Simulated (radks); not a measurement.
The numbers below are computed, except where a source is named.
Ionisation of O2+, [He] 2s2 2p2, to O3+, [He] 2s2 2p1, under several functionals. Non-relativistic Kohn-Sham, spin-polarised, spherical densities, point nucleus; open shells are filled with parallel spins first; a radial shooting solver on a logarithmic mesh with Libxc functionals.

functional                                        E(O2+) (hartree)  Exc (hartree)  IE (eV)  -e(HOMO) (eV)  <r> HOMO (bohr)  IE error (eV)
exchange-only r2SCAN                                     -73.05672       -7.24231   55.137         45.085           0.9875         +0.202
LDA (Slater exchange, Perdew-Wang correlation)           -72.70717       -6.86489   55.556         45.144           0.9859         +0.620
BLYP                                                     -73.27068       -7.45737   55.521         45.031           0.9864         +0.586
MS2 meta-GGA                                             -73.27446       -7.46613   55.577         45.364           0.9893         +0.642
LDA (Slater exchange, Perdew-Zunger correlation)         -72.70267       -6.85982   55.488         45.073           0.9863         +0.553
PBEsol                                                   -72.95004       -7.12159   55.368         44.983           0.9879         +0.432
LDA (Slater exchange, VWN5 correlation)                  -72.70942       -6.86722   55.568         45.156           0.9859         +0.632
HCTH/407                                                 -73.24020       -7.43463   56.102         45.760           0.9786         +1.166
r2SCAN                                                   -73.22442       -7.41359   55.903         45.763           0.9857         +0.967

NIST Atomic Spectra Database: 54.936 eV (semi-empirical). Closest: exchange-only r2SCAN. The Delta-SCF values span 0.96 eV, the total energies 0.57 hartree. The highest occupied level is 2p. Open shells are spherical and high-spin; term and fine-structure splittings are not resolved.
